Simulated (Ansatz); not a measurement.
Computed with Ansatz on PBE0-D4/def2-TZVP structures; ΔE is electronic, products minus reactants. CBS: MP2 limit from def2 TZ/QZ plus the TZ coupled-cluster correction, frozen cores. This one scheme is used for every species. DFT in def2-TZVPP. B3LYP here is the variant with VWN-RPA as its local correlation; programs differ in this. One conformer a species, not always the lowest.

`[SiH3]OC1[SiH2]S1` + BH₃ → `BC1[SiH2]S1` + `O[SiH3]`  (formal exchange of groups at a C–O bond)

CCSD(T)/CBS gives -1.47 eV.

Problem. Another level gave -1.42 eV. Which?
A. B3LYP/def2-TZVPP
B. PBE/def2-TZVPP
C. B3LYP-D4/def2-TZVPP
D. HF/def2-TZVPP

Solution. A. B3LYP -1.42, PBE -1.50, HF/def2-TZVPP -1.31, B3LYP-D4 -1.36 eV.

Largest T1 diagnostic among the species: 0.014.

In def2-TZVPP, CCSD(T) changes the Hartree–Fock value by −0.13 eV (the triples alone add −0.01 eV) and MP2 by −0.21 eV. The D4 term adds +0.06 eV with B3LYP and +0.04 eV with PBE0; it sums over pairs of atoms, weighted by their polarisabilities, and B3LYP, whose exchange is more repulsive, gets the larger term.
